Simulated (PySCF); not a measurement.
Spinor energies of Sn²³⁺ (tin, charge +23)

Start: [Ar] 3d9; 3d3/2 filled at m_j = -3/2, -1/2, +1/2, +3/2; 3d5/2 filled at m_j = -3/2, -1/2, +1/2, +3/2, +5/2. Calculated with PySCF 2.14 in an uncontracted even-tempered set (17 s from 3 bohr⁻², ratio 2.8; 12 p from 3.8 bohr⁻², ratio 2.8; 8 d from 3.8 bohr⁻², ratio 2.8; 3 f from 17 bohr⁻², ratio 3): generalised Hartree-Fock with the X2C-1e Hamiltonian and a Gaussian nucleus; one run each with spin-orbit coupling (SO) switched off, then screened by Boettger's factors.

| spinor shell | electrons | ε, spin-free (eV) | ε, screened SO (eV) | weight of nominal j (screened SO) | rms radius, screened SO (bohr) |
| --- | --- | --- | --- | --- | --- |
| 1s1/2 | 2 | -30106.3 | -30103.7 | 1.000 | 0.0333 |
| 2s1/2 | 2 | -5262.8 | -5261.9 | 1.000 | 0.136 |
| 2p1/2 | 2 | -4796.1 | -4958.0 | 1.000 | 0.117 |
| 2p3/2 | 4 | -4796.1 | -4722.0 | 1.000 | 0.122 |
| 3s1/2 | 2 | -1595.1 | -1594.9 | 1.000 | 0.354 |
| 3p1/2 | 2 | -1438.4 | -1472.4 | 0.997 | 0.345 |
| 3d3/2 | 4 | -1207.9 | -1214.2 | 0.971 | 0.324 |
| 3d5/2 | 5 | -1207.9 | -1203.3 | 0.977 | 0.327 |

(1) Where does 3p3/2 lie, and what is the 3p spin-orbit splitting (screened SO)?

```csv
quantity,spin-free,screened SO
E (hartree),-5917.59472,-5919.17222
M_J,5/2,5/2
⟨J²⟩,8.750,8.750
⟨L²⟩,6.000,6.012
⟨S²⟩,0.750,0.761
```

Each row is a mean over spinors that exchange with the open shell spreads, by up to 17.085 eV (3p3/2).

Breit and QED terms are absent; they matter most for the inner s and p1/2 levels.

Densities and radii are taken from the X2C orbitals without a picture-change correction, which distorts them close to the nucleus.

Without spin-orbit coupling the j labels of p, d and f shells carry no meaning; the spin-free column gives the mean over the occupied spinors of each nl shell.

Results:

(1) At -1422.6 eV, 49.780 eV above 3p1/2.
